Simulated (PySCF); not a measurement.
How the method changes the constants of GaBr⁺

State: ²Σ⁺ (doublet), unpaired electrons σ ↑. Set-up: Ga cc-pVDZ-PP with ECP10, Br cc-pVDZ-PP with ECP10; scalar-relativistic core potentials (PySCF 2.14). De refers to Ga⁺ + Br in their high-spin ground configurations, without counterpoise correction. The functionals are run spin-unrestricted. A positive dipole points towards Br; it is taken about the centre of mass and depends on that origin.

| Level | Re (Å) | ωe (cm⁻¹) | De (eV) | μ (D) | CPU s a point (SCF and correlation, without the integrals) |
| --- | --- | --- | --- | --- | --- |
| UHF | 2.270 | 253 | -0.011 | -5.19 | 0.084 |
| UHF-MP2 | 2.238 | 325 | 0.61 | n/a | 0.16 |
| UHF-SCS-MP2 | 2.253 | 304 | 0.392 | n/a | n/a |
| UHF-CCSD | 2.288 | 255 | 0.340 | n/a | n/a |
| UHF-CCSD(T) | 2.283 | 267 | 0.441 | n/a | 5.7 |
| PBE | 2.314 | 252 | 0.77 | -4.15 | 0.54 |
| BP86 | 2.319 | 248 | 0.72 | -4.17 | 0.4 |
| r²SCAN | 2.260 | 284 | 0.85 | -4.25 | 0.78 |
| M06-L | 2.346 | 210 | 0.50 | -4.31 | 0.76 |
| B3LYP | 2.335 | 227 | 0.473 | -4.36 | 0.61 |
| PBE0 | 2.281 | 265 | 0.67 | -4.42 | 0.85 |
| HSE06 | 2.286 | 262 | 0.67 | -4.39 | 1.2 |

Task: Which functional lies closest to UHF-CCSD(T) in De, which farthest, and by how much do they differ from it?

Result: Closest is B3LYP (+5.2 pm in Re, -15.0 % in ωe, +0.03 eV in De against UHF-CCSD(T) in the same basis), farthest r²SCAN (-2.3 pm in Re, +6.4 % in ωe, +0.41 eV in De). CCSD(T) converges more slowly with the basis than the functionals do and binds too weakly in this one, so the order can change at the basis-set limit.

Task: What does the step from GGA to meta-GGA do here, going from PBE to r²SCAN?

Result: r²SCAN less PBE: -5.4 pm in Re, +12.7 % in ωe, +0.08 eV in De. 

Task: What does second-order correlation do here, going from UHF to UHF-MP2?

Result: UHF-MP2 less UHF: -3.2 pm in Re, +28.5 % in ωe, +0.62 eV in De. Correlation nearly always deepens the well. The bond shortens, as in weak, metallic or heavy-atom bonds, where dispersion and the correlation of outer-core electrons pull the atoms together.

Correlated steps freeze 8 core orbitals. Correlated levels converge slowly with the basis: in double zeta they bind strong bonds too weakly, by up to about 1 eV, and carry superposition errors of some tenths. Spin–orbit coupling is left out. For an ion De counts to the pair picked by the measured ionisation energies or electron affinities, which need not be the lowest pair at this level. A negative De means that the minimum lies above the separated atoms at that level. The state is the lowest determinant that a PBE0 search found; another state may lie lower at other levels.

The whole job (state search and all levels along the bond) took about 2.3 min on 1 thread of Arm Neoverse V2 (shared host), peak memory 0.54 GiB.
